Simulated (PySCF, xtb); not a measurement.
Ge(H)2(NH2)2 (GeH6N2), SMILES [NH2][GeH2][NH2]. Other conformers were not sampled.

Harmonic wavenumbers (cm⁻¹) from GFN2-xTB in xtb at its own minimum, in rising order: 50, 177, 219, 483, 487, 547, 599, 647, 656, 676, 789, 801, 851, 1496, 1508, 1768, 2016, 3432, 3435, 3462, 3465.

Task: What does B3LYP-D3(BJ)/def2-SVP in PySCF give at its own minimum? (An estimate is asked for; the answer gives what the named calculation found.)

Result: 151, 185, 255, 491, 509, 532, 670, 676, 705, 804, 861, 911, 925, 1546, 1551, 2089, 2141, 3518, 3525, 3612, 3618. Paired by order, the mean absolute difference is 83 cm⁻¹ and the zero-point energies are 39.4 and 41.9 kcal/mol.
